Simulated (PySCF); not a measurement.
## Ionisation energy of In²³⁺ by level of theory

In²³⁺ [Ar] 3d8 [3d3/2^4 3d5/2^4, M_J = 4] → In²⁴⁺ [Ar] 3d7 [3d3/2^4 3d5/2^3, M_J = 9/2], as a difference of total energies. Computed with PySCF 2.14 in an uncontracted even-tempered set (17 s from 3 bohr⁻², ratio 2.8; 12 p from 3.8 bohr⁻², ratio 2.8; 8 d from 3.8 bohr⁻², ratio 2.8; 3 f from 16 bohr⁻², ratio 3), with the two-component X2C-1e Hamiltonian. Correlated levels: [Ne] frozen; the 76 highest virtual spinors dropped. "Screened" scales the spin-orbit matrix elements by Boettger's factors to mimic the two-electron term; Breit and QED terms are absent.

Question: Order these methods by the ionisation energy they give, lowest first.
A. GMP2 (spin-free)
B. GHF (screened spin-orbit)
C. GMP2 (screened spin-orbit)
D. GHF (spin-free)

Answer: B (1181.4 eV), C (1182.6 eV), D (1183.3 eV), A (1184.6 eV).

Breit and QED terms and the two-electron picture change are absent.

The spin-free rows relax to the high-spin LS determinant and lack the spin-orbit shift.

The labels give the starting determinants; with spin-orbit coupling the two ends relaxed to ⟨J²⟩ = 20.00, ⟨L²⟩ = 12.34, ⟨S²⟩ = 1.93 and ⟨J²⟩ = 24.75, ⟨L²⟩ = 13.48, ⟨S²⟩ = 3.24.

For comparison: 1181 ± 4 eV (theoretical estimate listed by NIST; NIST Atomic Spectra Database, ionization energies).
